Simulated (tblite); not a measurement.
Input of a run (GFN2-xTB geometry optimisation, gas phase (tblite 0.8.0)), started from a force field or distance geometry:
```
{"job": {"kind": "relax", "xc": "GFN2-xTB", "basis": "xTB"}, "charge": 0, "multiplicity": 1}
C     -1.736100     1.469600     0.219600
C     -0.674900     0.386200     0.224000
C     -1.314900    -0.985800     0.462500
C      0.141500     0.444600    -1.084300
C      1.311000    -0.544900    -1.143600
C      2.363200    -0.207500    -0.136700
N      2.678700    -0.985200     0.842200
H     -2.301900     1.480200     1.163900
H     -1.287700     2.459600     0.102300
H     -2.458700     1.320800    -0.595700
H     -0.005800     0.584400     1.078200
H     -0.578100    -1.768300     0.608000
H     -1.958500    -1.264900    -0.380900
H     -1.950100    -0.967700     1.352400
H     -0.529200     0.252700    -1.922800
H      0.525200     1.457700    -1.196700
H      1.784100    -0.455800    -2.133900
H      0.979300    -1.584200    -1.035000
H      2.887400     0.763100    -0.234800
H      2.120100    -1.843900     0.831900
```

Output (eV, eV/Å):
```
step      E/eV     max force
  0    -608.63815    2.184
  1    -608.67292    2.326
  2    -608.71214    0.433
  3    -608.72040    0.265
  4    -608.73096    0.241
  5    -608.73331    0.241
  6    -608.73980    0.187
  7    -608.74340    0.165
  8    -608.74651    0.118
  9    -608.74786    0.088
 10    -608.74888    0.089
 11    -608.74984    0.099
 12    -608.75066    0.069
 13    -608.75114    0.055
 14    -608.75147    0.046
 15    -608.75180    0.049
 16    -608.75216    0.047
 17    -608.75247    0.039
 18    -608.75273    0.037
 19    -608.75296    0.035
 20    -608.75318    0.036
 21    -608.75342    0.041
 22    -608.75371    0.043
 23    -608.75410    0.058
 24    -608.75457    0.062
 25    -608.75502    0.050
 26    -608.75537    0.041
 27    -608.75567    0.041
 28    -608.75599    0.057
 29    -608.75631    0.051
 30    -608.75659    0.045
 31    -608.75687    0.035
 32    -608.75719    0.053
 33    -608.75758    0.059
 34    -608.75796    0.041
 35    -608.75827    0.037
 36    -608.75854    0.043
 37    -608.75882    0.041
 38    -608.75908    0.033
 39    -608.75928    0.032
 40    -608.75943    0.029
 41    -608.75957    0.033
 42    -608.75974    0.031
 43    -608.75995    0.036
 44    -608.76021    0.041
 45    -608.76053    0.044
 46    -608.76091    0.051
 47    -608.76128    0.037
 48    -608.76158    0.050
 49    -608.76186    0.030
 50    -608.76213    0.038
 51    -608.76227    0.027
 52    -608.76235    0.016
 53    -608.76240    0.016
 54    -608.76245    0.018
 55    -608.76250    0.019
 56    -608.76254    0.017
 57    -608.76258    0.019
 58    -608.76262    0.018
 59    -608.76268    0.023
 60    -608.76277    0.024
 61    -608.76287    0.026
 62    -608.76301    0.028
 63    -608.76316    0.033
 64    -608.76327    0.026
 65    -608.76335    0.019
 66    -608.76340    0.018
 67    -608.76345    0.017
 68    -608.76351    0.022
 69    -608.76357    0.018
 70    -608.76363    0.015
 71    -608.76368    0.016
 72    -608.76373    0.019
 73    -608.76380    0.021
 74    -608.76387    0.018
 75    -608.76391    0.010
 76    -608.76393    0.008
```

Problem. Summarise the run.

Solution. The energy falls by 2.9 kcal/mol over 76 L-BFGS steps, the largest force on an atom goes from 2.18 to 0.008 eV/Å, and the atoms move by 0.148 Å rms after alignment. The bond that changes most is C6=N7 (imine carbon to imine nitrogen), which shortens by 0.036 Å. Bonds longer at the end by more than 0.005 Å: 1 of 19; shorter: 11. Among the angles that change most is C5–C6–N7, from 123.2° to 128.7°. Among the dihedrals that turn most is H18–C5–C6–N7, from -9° to 6°. The energy never rose by more than 1e-5 eV on the way. The first step brought 28 % of the lowering.

Problem. What are the final bond lengths?

Solution. C1–C2 1.528 Å, C2–C3 1.527 Å, C2–C4 1.534 Å, C4–C5 1.531 Å, C5–C6 1.499 Å, C6=N7 1.253 Å, C1–H8 1.087 Å, C1–H9 1.088 Å, C1–H10 1.088 Å, C2–H11 1.096 Å, C3–H12 1.087 Å, C3–H13 1.088 Å, C3–H14 1.088 Å, C4–H15 1.093 Å, C4–H16 1.093 Å, C5–H17 1.095 Å, C5–H18 1.092 Å, C6–H19 1.088 Å, N7–H20 1.021 Å. Numbering counts from 1 in the input's order; the species is `C(C/C=N\[H])C(C)C`.

Hardware: one thread of an Arm Neoverse V1, shared host with 32 logical CPUs at a one-minute load of 18. Cost: 0.49 s wall.

Its GFN2-xTB frequencies are all real (lowest 39 cm⁻¹). The numbers are those of one conformer. 3 starts were optimised and ended at 0.00, 0.27 and 0.34 kcal/mol (GFN2-xTB); the lowest of these is shown.

The numbers are calculated, not measured.
